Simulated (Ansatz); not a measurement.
MoO2Br2 (MoBr₂O₂), relaxed as a singlet with RKS B3LYP-D4/def2-SVP in Ansatz, starting from the GFN2-xTB geometry. Force threshold 0.02 eV/Å.

In the def2 sets Mo takes a core potential; there is no spin–orbit coupling. The restricted singlet is unstable towards broken spin symmetry in Hartree–Fock (as tested in another run); at B3LYP-D4/def2-SVP this wasn't settled. The relaxation made no stability test and no search for a lower SCF solution.

Start:

```xyz
5

Mo   -0.003   -0.039   -0.222
O     0.494   -1.477   -0.798
O    -0.521    1.116   -1.243
Br    1.779    0.868    0.992
Br   -1.750   -0.468    1.272
```

Task: Estimate the energy that the relaxation releases and the steps that it takes.

Result: 0.53 eV, in 5 steps; 8.5 s on 4 threads of AMD EPYC 7B13 on a shared host. No frequencies were taken in this run, so the end may be a saddle point.

Task: Does the start keep its bonding and symmetry?

Result: By distances, no bond broke or formed. The bond that changes most is Mo1–Br5, from 2.34 to 2.42 Å (atoms count from 1). Point group C2v at the start, C2v at the end, both within 0.05 Å.

Task: Predict the relaxed structure.

Result: 
```xyz
5

Mo   -0.002   -0.025   -0.142
O     0.471   -1.436   -0.909
O    -0.499    1.039   -1.334
Br    1.882    0.917    1.044
Br   -1.852   -0.495    1.341
```
Bond lengths: 2 × Mo–O 1.67 Å; 2 × Br–Mo 2.42 Å.
